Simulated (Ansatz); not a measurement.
Gas-phase electronic energies from Ansatz, PBE0-D4/def2-TZVP geometries. CBS: MP2 limit from def2 TZ/QZ plus the TZ coupled-cluster correction, frozen cores. This one scheme is used for every species. Functionals use def2-TZVPP. Each species was taken in one conformer, which may not be the lowest.

Consider the ligand exchange at a B–O bond: `BO[SiH](C)F` + `F[SiH2]N[SiH3]` → `BN([SiH3])[SiH2]F` + `C[SiH](O)F`.

`BO[SiH](C)F`:

Z-matrix (Å, degrees):
```
Si
O 1 1.648
F 1 1.594 2 106.8
C 1 1.841 2 109.1 3 118.2
H 1 1.481 2 109.5 3 -115.9
B 2 1.349 1 132.4 3 102.9
H 4 1.093 1 110.6 2 63.5
H 4 1.092 1 110.6 2 -56.4
H 4 1.092 1 110.7 2 -176.6
H 6 1.198 2 118.1 1 -178.1
H 6 1.203 2 120.0 1 2.3
```

`F[SiH2]N[SiH3]`:

Z-matrix (Å, degrees):
```
Si
N 1 1.706
F 1 1.601 2 112.6
H 1 1.478 2 108.8 3 117.8
H 1 1.480 2 109.3 3 -117.5
Si 2 1.733 1 128.1 3 -87.6
H 2 1.011 1 115.6 3 85.3
H 6 1.487 2 110.9 1 -127.0
H 6 1.487 2 112.0 1 112.6
H 6 1.483 2 106.7 1 -7.3
```

`BN([SiH3])[SiH2]F`:

Z-matrix (Å, degrees):
```
Si
N 1 1.761
H 1 1.483 2 110.0
H 1 1.485 2 107.6 3 -119.5
H 1 1.482 2 110.1 3 121.0
Si 2 1.732 1 121.8 3 118.9
B 2 1.414 1 117.3 3 -62.2
F 6 1.598 2 109.5 1 72.0
H 6 1.476 2 109.3 1 -169.4
H 6 1.480 2 109.9 1 -44.6
H 7 1.197 2 120.3 1 -179.0
H 7 1.201 2 119.1 1 1.3
```

`C[SiH](O)F`:

```xyz
9

C    -0.552   -0.735    0.700
Si    0.264    0.151   -0.705
O     0.400    1.761   -0.457
F     1.719   -0.492   -0.888
H    -0.625   -1.805    0.488
H    -1.561   -0.350    0.864
H     0.014   -0.617    1.628
H    -0.450    0.013   -1.990
H     0.790    2.074    0.360
```

| species | PBE energy (Eh) |
| --- | --- |
| `BO[SiH](C)F` | -530.95841 |
| `F[SiH2]N[SiH3]` | -736.91145 |
| `BN([SiH3])[SiH2]F` | -762.33872 |
| `C[SiH](O)F` | -505.52447 |

(1) Work out ΔE.

Largest T1 diagnostic among the species: 0.012.

Results:

(1) ΔE = (-762.33872) + (-505.52447) − (-530.95841) − (-736.91145) = 0.00667 Eh = +17.5 kJ/mol. CCSD(T)/CBS gives +17.1 kJ/mol.

In def2-TZVPP, CCSD(T) changes the Hartree–Fock value by −16.6 kJ/mol (the triples alone add −2.5 kJ/mol) and MP2 by −18.4 kJ/mol. The D4 term adds −4.7 kJ/mol with B3LYP and −2.4 kJ/mol with PBE0; it sums over pairs of atoms, weighted by their polarisabilities, and B3LYP, whose exchange is more repulsive, gets the larger term.

B3LYP here is the variant with VWN-RPA as its local correlation; programs differ in this.
